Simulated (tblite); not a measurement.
C₅H₉NO, triplet, geometry from GFN2-xTB (a higher spin typed on purpose: for a closed-shell molecule this is an excited state); tblite 0.6.0 with GFN1-xTB.

tblite was given this input:
```
$ tblite run mol.xyz --method gfn1 --charge 0 --spin 2 --spin-polarized --json tblite.json --no-restart

# file mol.xyz
16

C      2.03104226    -0.19024570    -0.01838659
N      0.72292954     0.36849657     0.13553312
C      0.15333053     1.02961534    -1.01057281
C     -1.34229078     1.06610704    -0.71635767
C     -1.56565952    -0.28394012    -0.04370861
C     -0.30359908    -0.44412037     0.82009422
O      0.07826639    -1.60060551     1.23640014
H      2.72082041     0.61710788    -0.27175171
H      2.08313516    -0.94873185    -0.81071744
H      2.31644692    -0.65719326     0.92299552
H      0.35213405     0.47039376    -1.93782013
H      0.60596952     2.02155965    -1.11330021
H     -1.56664296     1.87057029    -0.01641746
H     -1.94274457     1.19642407    -1.61502891
H     -2.44559987    -0.31600422     0.59745295
H     -1.64709703    -1.09325533    -0.78175677
```

Task: Write the output that tblite gives for this input, abridged.

Result: 
```
xTB calculator
 | screened Coulomb repulsion
 | Coulomb electrostatics
 |  * isotropic Klopman-Ohno-Mataga-Nishimoto electrostatics
 |  * onsite third-order electrostatics
 | DFT-D3(BJ) dispersion correction
 | Interactions (1)
 | [1] spin polarization

halogen bonding energy    0.0000000000000E+00 Eh
repulsion energy          2.3619281187068E-01 Eh
dispersion energy        -6.2416737956614E-03 Eh
interaction energy        0.0000000000000E+00 Eh
number of electrons       4.0000000000000E+01 e
integral cutoff           1.9731147476801E+01 bohr

------------------------------------------------------------
  cycle        total energy    energy error   density error
------------------------------------------------------------
      1     -22.95957081923  -2.3189522E+01   4.4015519E-01
      2     -23.16180600797  -2.0223519E-01   2.6451446E-01
      3     -23.12234896652   3.9457041E-02   1.4864272E-01
      4     -23.13890678262  -1.6557816E-02   8.9933395E-02
      5     -23.17541539083  -3.6508608E-02   3.6904054E-02
      6     -23.18202981661  -6.6144258E-03   8.2349099E-03
      7     -23.18217435379  -1.4453718E-04   4.3693055E-03
      8     -23.18224256064  -6.8206853E-05   9.1652465E-04
      9     -23.18224774043  -5.1797875E-06   2.7615399E-04
     10     -23.18224763274   1.0768500E-07   3.0113850E-04
     11     -23.18224792544  -2.9269360E-07   1.1529831E-04
     12     -23.18224797248  -4.7042516E-08   3.4778319E-05
     13     -23.18224797810  -5.6229652E-09   3.4053852E-06
------------------------------------------------------------

electronic energy        -2.3412199116177E+01 Eh
total energy             -2.3182247978102E+01 Eh

Post processing:
 | Mayer-Wiberg bond orders

[Info] JSON dump of results written to 'tblite.json'
```
